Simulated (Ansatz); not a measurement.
A nudged elastic band was laid between two geometries of ClH + H5NOSi (10 atoms, charge 0, multiplicity 1).

Computed with Ansatz, RKS B3LYP-D4/def2-SVP.

```yaml
movable_images: 7
climbing_image: yes
spring: 5.0 eV/Å²
optimiser: quadratic models (default)
start_path: through a guess of the saddle point
force_threshold: 0.03 eV/Å
iteration_limit: 60
end_points: relaxed
```

First end point:

```xyz
10
Properties=species:S:1:pos:R:3
Si -0.231 -0.925 0.170
O 0.939 -0.124 1.116
H 0.618 -1.723 -0.743
H -1.084 -1.759 1.061
N -1.284 0.123 -0.683
H 1.673 1.051 -0.033
Cl 1.884 1.812 -1.089
H 0.607 0.367 1.881
H -0.919 0.803 -1.345
H -2.202 0.376 -0.335
```

Last end point:

```xyz
10
Properties=species:S:1:pos:R:3
Si 0.064 -1.022 -0.684
O 0.322 1.378 1.540
H -0.099 -1.897 -1.871
H 0.215 -1.795 0.572
N -1.263 0.049 -0.578
H 0.628 0.826 2.274
Cl 1.946 -0.062 -0.942
H 1.061 1.345 0.910
H -1.648 0.468 -1.420
H -1.226 0.710 0.199
```

**Question.** What changes between the two ends?

**Answer.** Bonds broken: Si1–O2, H6–Cl7. Bonds formed: Si1–Cl7, O2–H6. ClH + H5NOSi becomes ClH4NSi + H2O.

**Question.** What energy profile does the band end with?

**Answer.** The run converged. The highest image is number 2 of 0 to 8, 75.4 kJ/mol above the first end and 81.6 kJ/mol above the last; the last end lies 6.2 kJ/mol below the first. A vibrational analysis at the climbing image gives one clearly imaginary mode, 44i cm⁻¹: a first-order saddle point. The orbitals stay closed-shell, which can raise the energy where a bond breaks towards radicals; this wasn't checked here.

```
image  path coordinate (Å)  energy (kJ/mol)  Si1–O2 (Å)  H6–Cl7 (Å)  Si1–Cl7 (Å)
    0                 0.00              0.0        1.70        1.32         3.68
    1                 0.93             37.7        1.75        1.40         2.95
    2                 1.87             75.4        2.00        2.11         2.36
    3                 3.09             50.5        2.98        2.27         2.14
    4                 4.31             21.5        3.55        2.43         2.12
    5                 5.53             18.8        3.56        2.45         2.12
    6                 6.75              9.8        3.28        2.44         2.13
    7                 7.98              1.6        3.25        2.70         2.12
    8                 9.20             -6.2        3.28        3.59         2.13
```

**Question.** What is the geometry of the highest image?

**Answer.** 
```xyz
10
Properties=species:S:1:pos:R:3:forces:R:3
Si -0.008 -0.573 -0.203 0.00 0.00 0.01
O 1.184 0.050 1.280 -0.01 -0.02 0.00
H 0.711 -1.680 -0.878 0.00 0.00 0.00
H -0.736 -1.276 0.924 0.00 0.00 0.00
N -1.359 0.298 -0.791 0.00 0.00 0.00
H 1.663 0.800 0.846 0.01 0.01 -0.01
Cl 1.416 0.989 -1.245 0.00 0.00 0.00
H 0.732 0.337 2.089 0.00 0.00 0.00
H -1.302 0.970 -1.547 0.00 0.00 0.00
H -2.300 0.085 -0.475 0.00 0.00 0.00
```

**Question.** What are the harmonic wavenumbers there?

**Answer.** 44i, 135, 261, 307, 331, 337, 412, 519, 590, 672, 707, 787, 887, 926, 1035, 1083, 1484, 1510, 2081, 2245, 3418, 3573, 3692, 3800 cm⁻¹.

The run took 7.1 min on 2 threads of Intel(R) Xeon(R) 6975P-C (Granite Rapids), on a shared host, peak memory 0.21 GiB.
